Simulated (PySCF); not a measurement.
**O²⁺: excitation energy**

O²⁺ [He] 2s2 2p2 (3P) → O²⁺ [He] 2s1 2p2 3s1 (5P), as a difference of total energies. All numbers are calculated (PySCF 2.14, no relativity, point nucleus, in dyall-av3z (15s9p3d2f, 71 functions)). Correlated levels: valence: 1s2 frozen; virtual orbitals above 40 to 60 times the deepest correlated orbital energy dropped. The calculations carry no spin-orbit coupling.

```tsv
method	excitation energy (eV)
UHF	39.700
LDA	41.420
PBE	41.348
PBE0	41.340
r2SCAN	41.091
M06-L	42.185
MN15	41.714
r2SCAN0	41.159
wB97M-V	41.595
ROHF	39.535
MP2 (valence)	41.336
SCS-MP2 (valence)	41.790
```

Q: How much does correlation contribute at MP2 (valence)?

A: 41.336 − (39.700) = 1.636 eV, measured against UHF.

The promoted electron is Rydberg-like, and one or two diffuse shells describe it only roughly, which tends to raise the upper state.
